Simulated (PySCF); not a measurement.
A structure optimised at PBE-D3(BJ)/def2-TZVP, used in a PySCF frequency run:

```
S
H 1 1.3598
S 1 2.0651 2 98.63
H 3 1.3598 1 98.63 2 90.59
```

**Question.** Write its SMILES, formula and point group.

**Answer.** SS, H2S2, C2

**Question.** What are its rotational constants (standard atomic weights)?

**Answer.** 144.10, 6.8972, 6.8962 GHz
